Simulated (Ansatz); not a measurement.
C$_{2}$H$_{4}$AlFS, relaxed with RKS PBE-D4/def2-SVP in the Gaussian-basis code of Ansatz from a rough embedded geometry. The force threshold is 0.03 eV/Å; the program also tests the step.

Charge 0, multiplicity 1. The bonds changed during the relaxation, so this is another structure than the one it started from.

Start:

```xyz
9

F    -1.766   -1.167   -0.304
C    -1.184    0.087   -0.634
C    -0.202    0.436    0.419
Al    1.663   -0.251    0.439
S    -0.623    1.066    1.662
H    -0.668    0.027   -1.604
H    -1.963    0.876   -0.696
H     2.134   -1.065   -0.877
H     2.608   -0.009    1.596
```

(1) By how much does the energy fall, and how many steps does the optimiser take? (Best estimate.)

(2) Which bonds change most? (Best estimate.)

(3) Give the relaxed structure. (An estimate is asked.)

Results:

(1) Computed: 173.58 kJ/mol, in 17 steps, 2 of them rejected.

(2) Ansatz gave: Al4–S5 from 2.907 to 2.478 Å; C3–S5 from 1.456 to 1.669 Å; Al4–H9 from 1.514 to 1.595 Å; F1–C2 from 1.421 to 1.379 Å.

(3) Ansatz gave: 
```xyz
9

F    -1.498   -1.394   -0.875
C    -1.409   -0.060   -0.537
C    -0.093    0.288    0.036
Al    1.722   -0.271    0.575
S     0.365    1.803    0.564
H    -1.595    0.566   -1.445
H    -2.214    0.192    0.196
H     2.843   -0.253   -0.559
H     1.880   -0.870    2.045
```
